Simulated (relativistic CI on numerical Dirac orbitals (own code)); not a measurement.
**Electric-dipole lines of Hg²⁸⁺**

Method of calculation: Dirac-Coulomb-Breit CI, separate exchange-only KLI orbitals for each configuration, QED by a radiative potential, unscaled Slater integrals (own radial code, finite nucleus).

Configurations in the expansion (outside the closed core [Ar] 3d10): 4s2 4p6 4d10 4f6, 4s2 4p6 4d10 4f5 5s, 4s2 4p6 4d9 4f7, 4s2 4p6 4d10 4f4 5s2, 4s2 4p6 4d10 4f5 5p, 4s2 4p6 4d10 4f4 5s 5p, 4s2 4p5 4d10 4f7, 4s2 4p6 4d10 4f5 6p, 4p6 4d10 4f8. Levels of other configurations are missing.

| λ vac (nm) | Lower | Upper | A (s⁻¹) | E lower (cm⁻¹) | E upper (cm⁻¹) |
| --- | --- | --- | --- | --- | --- |
| 8.3518 | 4s2 4p6 4d10 4f6 5H_5 [15] | 4s2 4p6 4d10 4f5 5s 5F°_5 [372] | 1.10e+06 | 104357 | 1301711 |
| 8.4207 | 4s2 4p6 4d10 4f6 5L_10 [20] | 4s2 4p6 4d10 4f5 5s 5K°_9 [377] | 1.29e+06 | 116876 | 1304430 |
| 8.4506 | 4s2 4p6 4d10 4f6 5G_5 [23] | 4s2 4p6 4d10 4f5 5s 3H°_6 [382] | 1.06e+06 | 123774 | 1307117 |
| 8.4791 | 4s2 4p6 4d10 4f6 5H_5 [15] | 4s2 4p6 4d10 4f5 5s 3G°_5 [350] | 1.21e+06 | 104357 | 1283733 |
| 8.6001 | 4s2 4p6 4d10 4f6 5L_9 [22] | 4s2 4p6 4d10 4f5 5s 3M°_9 [351] | 1.03e+06 | 121851 | 1284633 |
| 8.6116 | 4s2 4p6 4d10 4f6 5G_2 [24] | 4s2 4p6 4d10 4f5 5s 5P°_1 [355] | 8.06e+06 | 125128 | 1286355 |
| 8.6651 | 4s2 4p6 4d10 4f6 5L_9 [22] | 4s2 4p6 4d10 4f5 5s 5L°_8 [343] | 1.00e+06 | 121851 | 1275901 |
| 8.6736 | 4s2 4p6 4d10 4f6 5L_8 [18] | 4s2 4p6 4d10 4f5 5s 5M°_8 [337] | 5.95e+05 | 114822 | 1267750 |
| 8.7759 | 4s2 4p6 4d10 4f6 5L_8 [18] | 4s2 4p6 4d10 4f5 5s 3I°_7 [326] | 7.18e+05 | 114822 | 1254304 |
| 8.7818 | 4s2 4p6 4d10 4f6 5D_3 [19] | 4s2 4p6 4d10 4f5 5s 5I°_4 [324] | 1.57e+06 | 115163 | 1253887 |
| 8.8199 | 4s2 4p6 4d10 4f6 5G_3 [27] | 4s2 4p6 4d10 4f5 5s 7P°_2 [334] | 2.32e+06 | 128716 | 1262510 |
| 8.8201 | 4s2 4p6 4d10 4f6 5D_3 [19] | 4s2 4p6 4d10 4f5 5s 5I°_4 [321] | 1.41e+06 | 115163 | 1248941 |
| 8.8229 | 4s2 4p6 4d10 4f6 5H_5 [15] | 4s2 4p6 4d10 4f5 5s 5H°_6 [316] | 1.76e+06 | 104357 | 1237775 |
| 8.8321 | 4s2 4p6 4d10 4f6 5D_2 [12] | 4s2 4p6 4d10 4f5 5s 5F°_3 [315] | 2.96e+06 | 100909 | 1233146 |
| 8.8885 | 4s2 4p6 4d10 4f6 3N_9 [52] | 4s2 4p6 4d10 4f5 5s 3M°_9 [351] | 1.06e+06 | 159578 | 1284633 |
| 8.8938 | 4s2 4p6 4d10 4f6 5K_5 [33] | 4s2 4p6 4d10 4f5 5s 5L°_6 [331] | 1.11e+06 | 136210 | 1260590 |
| 8.9053 | 4s2 4p6 4d10 4f6 3K_7 [64] | 4s2 4p6 4d10 4f5 5s 3L°_7 [370] | 1.67e+06 | 176603 | 1299534 |
| 8.9153 | 4s2 4p6 4d10 4f6 5K_6 [29] | 4s2 4p6 4d10 4f5 5s 3I°_7 [326] | 1.11e+06 | 132636 | 1254304 |
| 8.9646 | 4s2 4p6 4d10 4f6 5H_5 [15] | 4s2 4p6 4d10 4f5 5s 5H°_4 [309] | 1.70e+06 | 104357 | 1219857 |
| 8.9812 | 4s2 4p6 4d10 4f6 3K_7 [64] | 4s2 4p6 4d10 4f5 5s 5I°_7 [361] | 1.56e+06 | 176603 | 1290040 |
| 9.0777 | 4s2 4p6 4d10 4f6 5H_6 [49] | 4s2 4p6 4d10 4f5 5s 5L°_6 [331] | 1.52e+06 | 158991 | 1260590 |
| 9.1145 | 4s2 4p6 4d10 4f6 5H_4 [16] | 4s2 4p6 4d10 4f5 5s 7F°_3 [304] | 1.34e+06 | 106896 | 1204047 |
| 9.1474 | 4s2 4p6 4d10 4f6 3K_7 [80] | 4s2 4p6 4d10 4f5 5s 5L°_7 [347] | 3.53e+06 | 187416 | 1280622 |
| 9.1839 | 4s2 4p6 4d10 4f6 5I_6 [36] | 4s2 4p6 4d10 4f5 5s 5H°_5 [314] | 1.57e+06 | 143007 | 1231871 |
| 9.2003 | 4s2 4p6 4d10 4f6 5H_4 [16] | 4s2 4p6 4d10 4f5 5s 7H°_3 [299] | 1.69e+06 | 106896 | 1193821 |
| 9.2106 | 4s2 4p6 4d10 4f6 5I_5 [31] | 4s2 4p6 4d10 4f5 5s 5H°_4 [309] | 2.57e+06 | 134147 | 1219857 |
| 9.2424 | 4s2 4p6 4d10 4f6 3L_9 [96] | 4s2 4p6 4d10 4f5 5s 3M°_9 [351] | 1.64e+06 | 202665 | 1284633 |
| 9.4076 | 4s2 4p6 4d10 4f6 5H_4 [16] | 4s2 4p6 4d10 4f5 5s 7H°_3 [297] | 1.51e+06 | 106896 | 1169867 |
| 9.8478 | 4s2 4p6 4d10 4f6 5G_6 [157] | 4s2 4p6 4d10 4f5 5s 5F°_5 [336] | 4.18e+06 | 250570 | 1266022 |
| 9.9014 | 4s2 4p6 4d10 4f6 3M_10 [187] | 4s2 4p6 4d10 4f5 5s 5L°_9 [358] | 2.88e+06 | 277596 | 1287557 |

Terms are leading LS components. Brackets give the number of a level in order of energy, since labels repeat. The list gives strong lines, with weight on those to low levels, without lines whose two gauges differ by over a factor of 2.5, among the lowest 400 of 9685 levels, so that lines to higher ones, which can be the strongest, are missing. Levels whose partners in the same complex of configurations lie outside the list can be far off, and so can their lines. Rates are taken at the computed energies, electric ones in the length gauge.

At this charge energies of transitions that change n are usually good to better than 1 %, and those within a shell (Δn = 0) to a few per cent. Terms inside the open d or f shell come out 10 to 20 % too wide with unscaled integrals.

LS names give the leading component of a level, which can be under half, so a name can repeat, a term be missing and a line seem to break the LS rules.
